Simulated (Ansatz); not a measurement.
One change: `C[S][Mg][Br]` becomes `C[S][Mg][O][SiH3]`.

Ansatz, PBE0-D4/def2-TZVP geometries, multiplicity 1. Each molecule was computed in one conformer, which needn't be the lowest.

Scalar relativity is left out up to krypton. Spin–orbit coupling is left out; it splits and shifts lone-pair levels of the heavy atoms by tenths of an eV.

| property | `C[S][Mg][Br]` |
| --- | --- |
| HOMO energy (B3LYP/def2-TZVPP) / eV | -6.57 |
| size of the dipole moment (PBE/def2-TZVPP) / D | 1.66 |
| HOMO–LUMO gap (PBE0/def2-TZVPP) / eV | 5.27 |
| LUMO energy (B3LYP/def2-TZVPP) / eV | -1.79 |
| size of the dipole moment (B3LYP/def2-TZVPP) / D | 1.64 |
| HOMO–LUMO gap (PBE/def2-TZVPP) / eV | 3.41 |

Question: Give the same properties after the change, and the shifts. (Estimate.)

Answer: The calculation gave: 
```tsv
property	`C[S][Mg][O][SiH3]`	shift
HOMO energy (B3LYP/def2-TZVPP) / eV	-6.50	0.07
size of the dipole moment (PBE/def2-TZVPP) / D	1.75	0.09
HOMO–LUMO gap (PBE0/def2-TZVPP) / eV	5.30	0.03
LUMO energy (B3LYP/def2-TZVPP) / eV	-1.71	0.08
size of the dipole moment (B3LYP/def2-TZVPP) / D	1.62	-0.02
HOMO–LUMO gap (PBE/def2-TZVPP) / eV	3.42	0.01
```

Dipoles are sizes alone; their direction can turn.

B3LYP here is the variant with VWN-RPA as its local correlation; programs differ in this.
